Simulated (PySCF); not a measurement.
Isomers of C6H8N2S, mass 140.041 u with the commonest isotopes. Theory: PBE0/pcSseg-1 in PySCF (dipole) on a GFN2-xTB geometry, gas phase. One conformer each, none proved a minimum here; rigid rotors.

Question: Order these by rotational constant B, smallest first.
A. `[CH3:1][c:2]1[s:3][n:4][n:5][c:6]1[CH:7]1[CH2:8][CH2:9]1` with N5–C6–C7–C8 36°
B. `[H]/[N:4]=[CH:3]/[C:2](=[CH2:1])[C@H:5]1[CH2:6][C:7](=[S:8])[NH:9]1` with C1–C2–C3–N4 -177°, C1–C2–C5–C6 -70°
C. `[CH2:1]=[CH:2][c:3]1[cH:4][c:5]([S:6][CH3:7])[n:8][nH:9]1` with C1–C2–C3–C4 0°, C4–C5–S6–C7 180°

Answer: B (698.9 MHz), C (728.0 MHz), A (1070 MHz).

Question: Order these by rotational constant A, largest first.
A. `[CH2:1]=[CH:2][c:3]1[cH:4][c:5]([S:6][CH3:7])[n:8][nH:9]1` with C1–C2–C3–C4 0°, C4–C5–S6–C7 180°
B. `[H]/[N:4]=[CH:3]/[C:2](=[CH2:1])[C@H:5]1[CH2:6][C:7](=[S:8])[NH:9]1` with C1–C2–C3–N4 -177°, C1–C2–C5–C6 -70°
C. `[CH3:1][c:2]1[s:3][n:4][n:5][c:6]1[CH:7]1[CH2:8][CH2:9]1` with N5–C6–C7–C8 36°

Answer: A (4465 MHz), B (3945 MHz), C (2743 MHz).

Question: Order these by out-of-plane moment Σ m c² = (Ia + Ib − Ic)/2, largest first.
A. `[H]/[N:4]=[CH:3]/[C:2](=[CH2:1])[C@H:5]1[CH2:6][C:7](=[S:8])[NH:9]1` with C1–C2–C3–N4 -177°, C1–C2–C5–C6 -70°
B. `[CH3:1][c:2]1[s:3][n:4][n:5][c:6]1[CH:7]1[CH2:8][CH2:9]1` with N5–C6–C7–C8 36°
C. `[CH2:1]=[CH:2][c:3]1[cH:4][c:5]([S:6][CH3:7])[n:8][nH:9]1` with C1–C2–C3–C4 0°, C4–C5–S6–C7 180°

Answer: A (34.32 u·Å²), B (21.27 u·Å²), C (1.60 u·Å²).

| SMILES | point group | Ia (u·Å²) | Ib (u·Å²) | Ic (u·Å²) | κ | μa (D) | μb (D) | μc (D) |
| --- | --- | --- | --- | --- | --- | --- | --- | --- |
| Cc1snnc1C1CC1 | – | 184.21 | 472.24 | 613.91 | -0.74 | 0.40 | 4.07 | 0.04 |
| [H]/N=C/C(=C)[C@H]1CC(=S)N1 | C1 | 128.10 | 723.13 | 782.59 | -0.97 | 5.55 | 1.26 | 0.29 |
| C=Cc1cc(SC)n[nH]1 | Cs | 113.19 | 694.23 | 804.22 | -0.95 | 1.99 | 1.42 | 0.00 |
